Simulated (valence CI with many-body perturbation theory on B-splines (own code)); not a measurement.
**Forbidden lines of Os35+**

Calculated by configuration interaction combined with many-body perturbation theory (CI+MBPT): five valence electrons over a frozen Dirac-Fock core [Kr], a basis of 7 s, 7 p, 8 d, 6 f, 4 g, 1 h functions for each j, with the one-electron correlation potential Σ1 (screened to all orders), the two-electron term Σ2, the three-electron term Σ3, Breit, model QED; selected single and double excitations, second order for the rest, scaled by the run's own slope (own B-spline code, finite nucleus).

No measured spectrum was set against this ion. As an estimate, large intervals hold to a few tenths of a per cent, small ones and those within an open d or f shell to about a per cent. The list stops below the first excitations out of the core.

Lines 51 to 100 of 120 in falling wavelength, among levels below 1059400 cm⁻¹, chosen from the decays that carry over 1 % of a level's rate. Wavelengths and rates use the calculated energies. Electric multipoles are in the length gauge, E1 and E2 with the static RPA response of the core. S is in atomic units (e²a₀⁴ for E2 and M2, e²a₀⁶ for E3), for M1 in squared Bohr magnetons. Weak lines are less certain than strong ones. Lines between different terms over intervals too small for the method are left out, as are lines whose strength nearly cancels.

Levels are named by their leading jj configuration (3d3/2^4 stands for four electrons in 3d with j = 3/2), which in mixed levels can hold well under half, so a name can repeat and another be missing. Letters in brackets count levels of one name in rising energy.

```tsv
λ vac (nm)	Upper	Lower	Type	A (s⁻¹)	S (a.u.)
63.58	(4d3/2^2 4d5/2^3) J=9/2 [a]	(4d3/2^3 4d5/2^2) J=7/2 [a]	M1	3.07e+04	2.92e+00
62.41	(4d3/2 4d5/2^4) J=7/2 [a]	(4d3/2^2 4d5/2^3) J=5/2 [b]	M1	3.00e+04	2.16e+00
62.34	(4d3/2^2 4d5/2^3) J=5/2 [a]	(4d3/2^3 4d5/2^2) J=5/2 [a]	M1	1.48e+05	7.99e+00
61.93	(4d3/2^2 4d5/2^3) J=5/2 [c]	(4d3/2^3 4d5/2^2) J=7/2 [b]	M1	3.22e+04	1.70e+00
61.85	(4d3/2^3 4d5/2^2) J=7/2 [a]	(4d3/2^4 4d5/2) J=5/2	M1	3.54e+04	2.49e+00
61.69	(4d3/2^2 4d5/2^3) J=1/2 [a]	(4d3/2^3 4d5/2^2) J=3/2 [a]	M1	6.86e+04	1.19e+00
61.27	(4d3/2^2 4d5/2^3) J=13/2	(4d3/2^3 4d5/2^2) J=11/2	M1	1.21e+04	1.45e+00
60.25	(4d3/2^3 4d5/2^2) J=3/2 [a]	(4d3/2^4 4d5/2) J=5/2	M1	8.72e+04	2.83e+00
59.25	(4d3/2 4d5/2^4) J=5/2 [b]	(4d3/2^2 4d5/2^3) J=7/2 [a]	M1	1.12e+04	5.19e-01
59.01	(4d3/2^2 4d5/2^3) J=3/2 [a]	(4d3/2^3 4d5/2^2) J=3/2 [a]	M1	7.64e+04	2.33e+00
57.92	(4d3/2^2 4d5/2^3) J=7/2 [b]	(4d3/2^3 4d5/2^2) J=5/2 [b]	M1	1.67e+03	9.63e-02
57.88	(4d3/2^2 4d5/2^3) J=3/2 [b]	(4d3/2^3 4d5/2^2) J=1/2	M1	7.96e+03	2.29e-01
57.82	(4d3/2^2 4d5/2^3) J=5/2 [b]	(4d3/2^3 4d5/2^2) J=3/2 [a]	M1	1.27e+04	5.45e-01
57.74	(4d3/2 4d5/2^4) J=3/2 [a]	(4d3/2^2 4d5/2^3) J=3/2 [a]	M1	9.22e+04	2.63e+00
57.08	(4d3/2 4d5/2^4) J=11/2	(4d3/2^2 4d5/2^3) J=13/2	M1	2.09e+04	1.73e+00
56.87	(4d3/2^2 4d5/2^3) J=9/2 [b]	(4d3/2^3 4d5/2^2) J=9/2	M1	6.43e+04	4.38e+00
56.54	(4d3/2^2 4d5/2^3) J=5/2 [c]	(4d3/2^3 4d5/2^2) J=5/2 [b]	M1	2.24e+03	9.00e-02
56.41	(4d3/2^2 4d5/2^3) J=5/2 [b]	(4d3/2^3 4d5/2^2) J=7/2 [a]	M1	2.80e+04	1.12e+00
55.49	(4d3/2 4d5/2^4) J=7/2 [a]	(4d3/2^2 4d5/2^3) J=9/2 [a]	M1	6.34e+04	3.21e+00
55.35	(4d3/2^2 4d5/2^3) J=3/2 [b]	(4d3/2^3 4d5/2^2) J=5/2 [b]	M1	1.85e+04	4.66e-01
55.05	(4d3/2^2 4d5/2^3) J=7/2 [b]	(4d3/2^3 4d5/2^2) J=9/2	M1	1.76e+04	8.69e-01
55.03	(4d3/2 4d5/2^4) J=5/2 [a]	(4d3/2^2 4d5/2^3) J=5/2 [a]	M1	8.66e+04	3.21e+00
54.69	(4d3/2^3 4d5/2^2) J=9/2	(4d3/2^4 4d5/2) J=5/2	E2	1.42e+01	6.21e-03
54.35	(4d3/2^2 4d5/2^3) J=7/2 [c]	(4d3/2^3 4d5/2^2) J=7/2 [b]	M1	2.46e+04	1.17e+00
53.87	(4d3/2^2 4d5/2^3) J=7/2 [a]	(4d3/2^3 4d5/2^2) J=5/2 [a]	M1	2.04e+04	9.48e-01
52.93	(4d3/2^2 4d5/2^3) J=9/2 [b]	(4d3/2^3 4d5/2^2) J=11/2	M1	2.16e+04	1.19e+00
52.89	(4d3/2^2 4d5/2^3) J=1/2 [b]	(4d3/2^3 4d5/2^2) J=1/2	M1	3.59e+04	3.94e-01
52.85	(4d3/2 4d5/2^4) J=11/2	(4d3/2^2 4d5/2^3) J=9/2 [a]	M1	2.71e+04	1.78e+00
52.47	(4d3/2 4d5/2^4) J=7/2 [a]	(4d3/2^2 4d5/2^3) J=7/2 [a]	M1	5.51e+04	2.36e+00
52.12	(4d3/2^3 4d5/2^2) J=5/2 [b]	(4d3/2^4 4d5/2) J=5/2	M1	1.22e+03	3.85e-02
52.12	(4d3/2^3 4d5/2^2) J=5/2 [b]	(4d3/2^4 4d5/2) J=5/2	E2	8.62e+01	1.78e-02
51.54	(4d3/2 4d5/2^4) J=5/2 [b]	(4d3/2^2 4d5/2^3) J=5/2 [a]	M1	1.19e+05	3.63e+00
51.50	(4d3/2 4d5/2^4) J=11/2	(4d3/2^2 4d5/2^3) J=11/2	M1	9.00e+04	5.47e+00
50.75	(4d3/2^2 4d5/2^3) J=9/2 [b]	(4d3/2^3 4d5/2^2) J=7/2 [a]	M1	1.88e+04	9.09e-01
50.15	(4d3/2^2 4d5/2^3) J=7/2 [c]	(4d3/2^3 4d5/2^2) J=5/2 [b]	M1	1.23e+04	4.60e-01
50.06	(4d3/2^3 4d5/2^2) J=1/2	(4d3/2^4 4d5/2) J=5/2	E2	4.66e+01	2.61e-03
49.32	(4d3/2^2 4d5/2^3) J=5/2 [c]	(4d3/2^3 4d5/2^2) J=3/2 [a]	M1	1.84e+04	4.90e-01
49.30	(4d3/2^2 4d5/2^3) J=7/2 [b]	(4d3/2^3 4d5/2^2) J=7/2 [a]	M1	1.26e+03	4.49e-02
48.41	(4d3/2^2 4d5/2^3) J=3/2 [b]	(4d3/2^3 4d5/2^2) J=3/2 [a]	M1	1.54e+04	2.59e-01
48.39	(4d3/2^2 4d5/2^3) J=3/2 [c]	(4d3/2^3 4d5/2^2) J=3/2 [b]	M1	1.51e+04	2.54e-01
48.29	(4d3/2^2 4d5/2^3) J=5/2 [c]	(4d3/2^3 4d5/2^2) J=7/2 [a]	M1	4.30e+04	1.08e+00
48.25	(4d3/2^3 4d5/2^2) J=7/2 [b]	(4d3/2^4 4d5/2) J=5/2	M1	2.23e+03	7.43e-02
47.98	(4d3/2^2 4d5/2^3) J=7/2 [c]	(4d3/2^3 4d5/2^2) J=9/2	M1	2.59e+04	8.48e-01
47.71	(4d3/2^2 4d5/2^3) J=9/2 [c]	(4d3/2^3 4d5/2^2) J=7/2 [b]	M1	2.63e+04	1.06e+00
47.53	(4d3/2 4d5/2^4) J=5/2 [a]	(4d3/2^3 4d5/2^2) J=3/2 [b]	M1	1.16e+04	2.77e-01
47.06	(4d3/2^2 4d5/2^3) J=3/2 [a]	(4d3/2^3 4d5/2^2) J=5/2 [a]	M1	5.31e+04	8.21e-01
46.33	(4d3/2 4d5/2^4) J=7/2 [a]	(4d3/2^2 4d5/2^3) J=5/2 [a]	M1	7.93e+03	2.34e-01
44.90	(4d3/2 4d5/2^4) J=5/2 [b]	(4d3/2^3 4d5/2^2) J=3/2 [b]	M1	1.29e+04	2.60e-01
44.87	(4d3/2^2 4d5/2^3) J=1/2 [b]	(4d3/2^3 4d5/2^2) J=3/2 [a]	M1	5.47e+04	3.66e-01
41.40	(4d3/2^2 4d5/2^3) J=7/2 [b]	(4d3/2^3 4d5/2^2) J=5/2 [a]	M1	3.96e+02	8.34e-03
```
